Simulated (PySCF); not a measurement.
Gas-phase reaction: 2 WF4NH + H2 + 4 F → 2 WF6 + 2 NH2

Energies from PySCF, thermal terms from the rigid-rotor harmonic-oscillator model, ideal gas at 1 bar. † marks an energy on the PBE0/def2-TZVP geometry and frequencies. MP2 freezes the core. Open shells (unrestricted): F (multiplicity 2, electronic degeneracy 6), NH2 (multiplicity 2); the rest are closed-shell singlets. Spin-orbit splitting is ignored; it lowers the true energy and changes the entropy of F. W: scalar-relativistic def2 core potential, no spin-orbit coupling. WF4NH: computed as isolated molecules; such fragments, hydroxides, amides, oligomers or adducts are transient or little studied in the gas. MP2 isn't extrapolated to the basis-set limit; its ΔH°(298 K) is -1062.0 kJ in def2-SVP and -1127.1 kJ in def2-TZVPP. The harmonic model lacks anharmonicity and excited electronic states, which grow with temperature; levels with a mode under 35 cm⁻¹ are left out. Soft modes under 120 cm⁻¹ make the harmonic entropy rough for WF4NH.

| level | ΔE electronic, kJ | ΔH°(298 K), kJ | ΔS°(298 K), J/K | ΔG°(2500 K), kJ |
|---|---|---|---|---|
| BLYP/def2-TZVP† | -1241 | -1222 | -372 | -234 |
| MP2/def2-TZVPP† | -1146 | -1127 | -372 | -139 |
| PBE/def2-TZVP† | -1277 | -1258 | -372 | -270 |
| ωB97M-V/def2-TZVP† | -1194 | -1175 | -372 | -187 |
| ωB97X-V/def2-TZVP† | -1203 | -1184 | -372 | -196 |
ΔH° is lowest at PBE/def2-TZVP† and highest at MP2/def2-TZVPP†. No reference value is set beside these.
